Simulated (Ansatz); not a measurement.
The same ligand exchange along the group F, Cl, Br, I.

Isolated molecules relaxed with PBE0-D4/def2-TZVP in Ansatz; ΔE leaves out vibrations. CCSD(T)/CBS is the MP2 limit (def2-TZVPP, def2-QZVPP) plus CCSD(T) − MP2 in def2-TZVPP, frozen cores. This one scheme is used for every species. Functionals use def2-TZVPP. def2 core potentials past Kr. For Br, Ga, I outer-core shells are correlated without core-valence functions, which leaves a few kJ/mol of doubt a bond. Scalar relativity is left out up to krypton. One conformer a species, not always the lowest.

| reaction | CCSD(T)/CBS(def2) (kJ/mol) |
| --- | --- |
| `F[SiH3]` + `[OH][Ga]([OH])[OH]` → `[OH][Ga]([OH])[O][SiH3]` + H–F | 27 |
| `[SiH3]Cl` + `[OH][Ga]([OH])[OH]` → `[OH][Ga]([OH])[O][SiH3]` + HCl | -7 |
| `[SiH3]Br` + `[OH][Ga]([OH])[OH]` → `[OH][Ga]([OH])[O][SiH3]` + HBr | ? |
| `[SiH3]I` + `[OH][Ga]([OH])[OH]` → `[OH][Ga]([OH])[O][SiH3]` + HI | -13 |

Task: Fill in the missing values. (Estimate.)

Result: The calculation gave: `[SiH3]Br` + `[OH][Ga]([OH])[OH]` → `[OH][Ga]([OH])[O][SiH3]` + HBr: -7.1 kJ/mol.

Largest T1 diagnostic: 0.014, for `[OH][Ga]([OH])[OH]`.
